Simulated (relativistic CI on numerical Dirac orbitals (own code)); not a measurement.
Calculated at this level of theory: Dirac-Coulomb-Breit CI, separate exchange-only KLI orbitals for each configuration, model QED (radiative potential, 1s self-energy scaled to tabulated hydrogen-like ionisation energies), unscaled Slater integrals (own radial code, finite nucleus).

The strongest absorption lines from the ground level of an ion, among the configurations computed and to levels below about 3830 eV (vacuum wavelength in nm, gf): 0.32538 (0.13), 0.32649 (0.053), 0.41146 (0.0061), 0.42585 (0.059), 0.43096 (0.41), 0.43498 (0.24), 5.6250 (0.14), 14.663 (0.0066).

Which ion is it?
A. Zr XXXVII
B. Pd XLIII
C. Zr XXXV
D. Rb XXXIV

A. Zr XXXVII has 4 electrons and the ground level 2s2 1S_0; the strongest line goes to 2s.3p 1P°_1. The pattern of lines fixes the number of electrons, and along that sequence the line energies rise steadily with the charge (about as its square where n changes within one kind of shell, about linearly where n is kept but much faster in heavy ions where fine structure, which grows about as Z⁴, sets the gap, and irregularly where shells cross), which fixes Z. Configurations outside the model, such as inner-shell arrays, can give stronger lines. At this charge energies of transitions that change n are usually good to better than 1 %, and those within a shell (Δn = 0) to a few per cent.

LS names give the leading component of a level, which can be under half, so a name can repeat, a term be missing and a line seem to break the LS rules.
